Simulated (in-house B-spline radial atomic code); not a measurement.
## Excitations of Ce V (Ce4+) by several methods

Full response, energies in eV; labels give the largest channel, * marks a mixed state, a dash one above the method's threshold, and an imaginary frequency an unstable closed-shell reference. Computed with an all-electron radial atomic-structure program (B-spline basis): linear response of the closed shell [Kr] 4d10 5s2 5p6 with each method's own kernel (bare exchange for TDHF, static screening on G0W0 levels for BSE, the adiabatic kernel for functionals); scalar-relativistic (spin-free one-electron X2C), finite nucleus, no spin-orbit coupling, no double excitations, S, P, D and F terms only; shells from n = 3 respond. Only terms of natural parity with L up to 3 were computed.

Spin-orbit coupling is strong here, so these LS terms don't match observed levels.

```tsv
method	5p → 4f 3D	5p → 4f 1D	5p → 5d 3P	α (bohr³)
TDHF	15.407	18.047	22.955	5.808
BSE on G0W0@HF	14.283	16.815	23.486	5.676
LDA VWN5	11.905	13.973	23.402	5.805
PBE	11.867	14.071	23.012	5.847
PBE0	12.792	15.063	23.125	5.817
B3LYP (VWN-RPA)	12.602	14.817	23.144	5.828
CAM-B3LYP	12.646	14.862	23.166	5.822
LC-wPBE	12.184	14.407	23.086	5.817
wB97X	12.493	14.735	23.254	5.864
HSE06	12.801	15.069	23.071	5.835
BHandHLYP	13.681	16.001	23.176	5.809
BLYP	?	?	?	?
PBEsol	11.901	14.075	23.124	5.823
BP86	11.885	14.068	23.141	5.829
LDA exchange-only	?	?	?	?
B97-1	12.645	14.886	23.345	5.825
RPBE	11.861	14.089	22.956	5.854
OLYP	11.450	13.688	22.922	5.804
```

What does LDA exchange-only give?

5p → 4f 3D: 12.020; 5p → 4f 1D: 14.277; 5p → 5d 3P: 22.739; α: 5.877 (eV, bohr³).

What does BLYP give?

5p → 4f 3D: 11.863; 5p → 4f 1D: 14.045; 5p → 5d 3P: 22.986; α: 5.857 (eV, bohr³).
